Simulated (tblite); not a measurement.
C3H7ClOSi.
SMILES with atom numbers: `[CH2:1]=[C:2]([Cl:3])[O:4][CH2:5][SiH3:6]` (hydrogens: H7, H8 on C1; H9, H10 on C5; H11, H12, H13 on Si6)

The geometry is computed with GFN2-xTB (gas phase).

(1) List the bond lengths, angles and torsions at this level.

Results:

(1) 
| bond | length (bohr) | order |
| --- | --- | --- |
| C1=C2 | 2.505 | double |
| C2–Cl3 | 3.291 | single |
| C2–O4 | 2.532 | single |
| O4–C5 | 2.689 | single |
| C5–Si6 | 3.608 | single |
| C1–H7 | 2.024 | single |
| C1–H8 | 2.029 | single |
| C5–H9, C5–H10 | 2.069 | single |
| Si6–H11, Si6–H12, Si6–H13 | 2.762 | single |

Bonds in one row agree within 0.02 bohr and their mean is given. Orders are formal, as drawn. A selection of angles:
| angle | degrees |
| --- | --- |
| C2–C1–H7 | 121.5 |
| C2–C1–H8 | 119.8 |
| H7–C1–H8 | 118.7 |
| C1–C2–Cl3 | 120.0 |
| C1–C2–O4 | 122.5 |
| Cl3–C2–O4 | 117.5 |
| C2–O4–C5 | 120.8 |
| O4–C5–Si6 | 104.2 |
| O4–C5–H9 | 110.2 |
| Si6–C5–H9 | 112.4 |
| Si6–C5–H10 | 112.6 |
| H9–C5–H10 | 107.4 |
| C5–Si6–H11 | 107.5 |
| H11–Si6–H12 | 111.1 |

Torsions: C1–C2–O4–C5 -179° (antiperiplanar); C2–O4–C5–Si6 180° (antiperiplanar).

Of the pairs four or more bonds apart, Cl3···H9 is among the closest relative to their van der Waals radii: 2.77 Å, 94 % of the sum of Bondi's values. The 6 heavy atoms lie in one plane (0.005 Å rms). The 2 C–O bonds span 1.340 Å (C2–O4, drawn single) to 1.423 Å (O4–C5, drawn single), a spread of 0.083 Å. Si6 (SiH3 silicon) is tetrahedral (angles from 107.5° to 111.1°).

Point group: Cs (tolerance 0.08 Å). Its GFN2-xTB frequencies are all real (lowest 36 cm⁻¹). The numbers are those of one conformer. 2 starts were optimised and ended at 0.00 and 0.06 kcal/mol (GFN2-xTB); the lowest of these is shown.

Time: 1.4 s wall. Hardware: Arm Neoverse N1, one thread (shared host). This is the geometry optimisation.
